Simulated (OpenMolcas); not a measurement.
**Ionisation energies of chlorine**

```json
{"Program": "OpenMolcas 26.06", "Basis": "ANO-RCC-VQZP [6s5p3d2f1g]", "Scalar Hamiltonian": "DKH2, point nucleus", "Spin-orbit coupling": "state interaction with AMFI integrals over the reference wave functions, term energies averaged over their components"}
```

Active shells in each charge state: the valence s, p shells, with orbitals averaged over the low states. Where CASPT2's correlated closed shells are named, they are those of the first ion.

A. CASSCF
B. SS-CASPT2, IPEA 0.25 Eh, imaginary shift 0.1 Eh (closed shells correlated: 2s 2p)
C. SS-CASPT2, IPEA 0 Eh, imaginary shift 0.1 Eh (closed shells correlated: 2s 2p)

Energies in eV between the lowest computed levels (charge -1 gives the electron affinity), named as in B; reference values from the NIST Atomic Spectra Database with their kind.

```tsv
From	To	A	B	C	Spin-orbit share in B	Reference
Cl- 3s2 3p6 1S0	Cl 3s2 3p5 2P* 3/2	2.529	3.588	3.450	-0.034	
Cl 3s2 3p5 2P* 3/2	Cl+ 3s2 3p4 3P2	11.771	12.789	12.686	-0.007	12.968 (measured)
Cl+ 3s2 3p4 3P2	Cl2+ 3s2 3p3 4S* 3/2	22.406	23.530	23.453	+0.041	23.814 (measured)
Cl2+ 3s2 3p3 4S* 3/2	Cl3+ 3s2 3p2 3P0	38.578	39.477	39.580	-0.099	39.800 (semi-empirical)
Cl3+ 3s2 3p2 3P0	Cl4+ 3s2 3p 2P* 1/2	51.955	52.891	52.997	-0.013	53.240 (semi-empirical)
Cl4+ 3s2 3p 2P* 1/2	Cl5+ 3s2 1S0	66.283	67.318	67.424	+0.112	67.680 (semi-empirical)
Cl5+ 3s2 1S0	Cl6+ 3s 2S 1/2	96.450	96.625	96.626	+0.000	96.940 (semi-empirical)
Cl6+ 3s 2S 1/2	Cl7+ 2p6 1S0	113.709	113.838	113.841	+0.000	114.201 (measured)
```

Error against the reference values, in %:

```tsv
From	Reference	A	B	C
Cl	measured	-9.2	-1.4	-2.2
Cl+	measured	-5.9	-1.2	-1.5
Cl2+	semi-empirical	-3.1	-0.8	-0.6
Cl3+	semi-empirical	-2.4	-0.7	-0.5
Cl4+	semi-empirical	-2.1	-0.5	-0.4
Cl5+	semi-empirical	-0.5	-0.3	-0.3
Cl6+	measured	-0.4	-0.3	-0.3
```

Mean absolute error over the 3 measured values: A 1.03 eV, B 0.27 eV, C 0.33 eV. B lies closest.

No diffuse functions were added, so the electron affinity comes out too small, and without dynamic correlation a bound anion can come out unbound.

* marks odd parity.
